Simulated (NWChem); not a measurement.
System: C2H6B cation

```xyz
9

C      0.0000     0.0000     1.4827
B      0.0000     0.0000     0.0000
C      0.0000     0.0000    -1.4827
H     -0.7883     0.6643     1.8729
H     -0.1811    -1.0148     1.8729
H      0.9694     0.3505     1.8729
H      0.3505     0.9694    -1.8729
H     -1.0148    -0.1811    -1.8729
H      0.6643    -0.7883    -1.8729
```
Atoms are numbered in this order, from 1.

Program: NWChem. Pople sets run with spherical d functions. Structure relaxed at the B3LYP/6-31G* (spherical d) level. Static field.

Task: Order these by “anisotropy (bohr³)”, lowest first: PBE/6-31+G*; LDA (Slater exchange, VWN5)/6-31+G*; CAM-B3LYP/6-31+G*; B3LYP/6-31+G*.

Result: CAM-B3LYP/6-31+G* (16.0), B3LYP/6-31+G* (17.1), PBE/6-31+G* (19.3), LDA (Slater exchange, VWN5)/6-31+G* (20.0)
